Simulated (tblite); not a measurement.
Compound: C₄H₁₀O₂Si.
Cartesian coordinates in Å at the GFN2-xTB level; atoms count from 1:
```xyz
17
C4H10O2Si angstrom
O     -0.7828    1.8969   -1.6863
C     -1.4278    0.9396   -2.0111
C     -1.0832   -0.4939   -1.7358
C      0.1234   -0.6495   -0.8111
C     -0.2139   -0.2806    0.6315
Si     1.3348   -0.1204    1.7281
O      2.3934    0.9168    1.0632
H     -2.3715    1.0596   -2.5829
H     -1.9659   -0.9856   -1.3176
H     -0.8912   -0.9599   -2.7078
H      0.9210   -0.0018   -1.1801
H      0.4851   -1.6785   -0.8504
H     -0.9051   -1.0191    1.0389
H     -0.7467    0.6729    0.6306
H      0.9136    0.3405    3.0537
H      2.1060   -1.3561    1.7748
H      2.1037    1.7311    0.6583
```

Calculated harmonic vibrations of the isolated species, GFN2-xTB (tblite), most abundant isotopes, no scaling. The method is semi-empirical: single wavenumbers can be off by several per cent or more. Modes of hydrogen on silicon can be 10 to 20 % off. One conformer, not necessarily the lowest.

Harmonic wavenumbers (cm⁻¹): 25.3, 63.9, 103.1, 135.6, 172.0, 226.2, 236.0, 289.1, 349.6, 512.0, 600.2, 652.7, 682.2, 696.7, 751.4, 765.3, 784.6, 822.7, 892.9, 909.7, 938.4, 967.9, 1051.6, 1088.6, 1140.5, 1164.2, 1260.8, 1277.8, 1318.9, 1354.9, 1384.7, 1425.2, 1483.7, 1493.2, 1789.1, 2236.5, 2312.7, 2737.3, 2938.5, 2963.0, 2968.0, 2981.3, 2990.6, 2994.6, 3654.4.

A = 3993, B = 1056, C = 929.2 MHz; mass 118.045 u (most abundant isotopes); point group C1, symmetry number 1.

Zero-point energy?

Half the sum of the wavenumbers: 28794 cm⁻¹ = 82.33 kcal/mol.

What is S at 273.15 K and 1 bar for an ideal gas of classical rigid rotors and harmonic oscillators?

Translation 39.80, rotation 28.54, vibration 27.10: S = 95.4 cal/(mol K).

And Cp and H(273.15 K) − H(0)?

Cp = 33.76 cal/(mol K), of which vibrations give 25.81 (their classical limit is 45 R = 89.4); H(273.15 K) − H(0) = 5.87 kcal/mol without the zero-point energy, 3.70 from vibrations.

Blend soft modes into free rotors: weight 1/[1 + (100 cm⁻¹/ν̃)⁴] for the oscillator and the rest for a rotor with moment μB/(μ + B), μ = h/(8π²ν), B = 10⁻⁴⁴ kg m². What vibrational entropy results?

24.18 cal/(mol K) in place of 27.10, which changes −T·S at 273.15 K by +0.80 kcal/mol.

How do the functions run with temperature in this model?

```json
{"T (K)": "100", "S (cal/(mol K))": "70.4", "Cp (cal/(mol K))": "18.8", "H − H(0) (kcal/mol)": "1.35", "G − H(0) (kcal/mol)": "-5.70", "ln q(vib)": "2.29"}
{"T (K)": "200", "S (cal/(mol K))": "86.0", "Cp (cal/(mol K))": "27.1", "H − H(0) (kcal/mol)": "3.64", "G − H(0) (kcal/mol)": "-13.56", "ln q(vib)": "4.98"}
{"T (K)": "300", "S (cal/(mol K))": "98.7", "Cp (cal/(mol K))": "36.2", "H − H(0) (kcal/mol)": "6.81", "G − H(0) (kcal/mol)": "-22.81", "ln q(vib)": "7.50"}
{"T (K)": "500", "S (cal/(mol K))": "121.2", "Cp (cal/(mol K))": "52.1", "H − H(0) (kcal/mol)": "15.73", "G − H(0) (kcal/mol)": "-44.85", "ln q(vib)": "12.33"}
{"T (K)": "800", "S (cal/(mol K))": "149.3", "Cp (cal/(mol K))": "67.4", "H − H(0) (kcal/mol)": "33.86", "G − H(0) (kcal/mol)": "-85.57", "ln q(vib)": "19.14"}
{"T (K)": "1000", "S (cal/(mol K))": "165.1", "Cp (cal/(mol K))": "74.0", "H − H(0) (kcal/mol)": "48.03", "G − H(0) (kcal/mol)": "-117.05", "ln q(vib)": "23.32"}
```

q(vib) and H(0) count from the zero-point level.

Hindered rotation and anharmonicity are outside this model. Other conformers, if any are populated, would add a mixing term that is left out. The structure is chiral; the term R ln 2 for an equal mix with its mirror image is left out.

The run took 0.89 s wall on Arm Neoverse N1, one thread, shared host. The figure is for the frequency step alone.
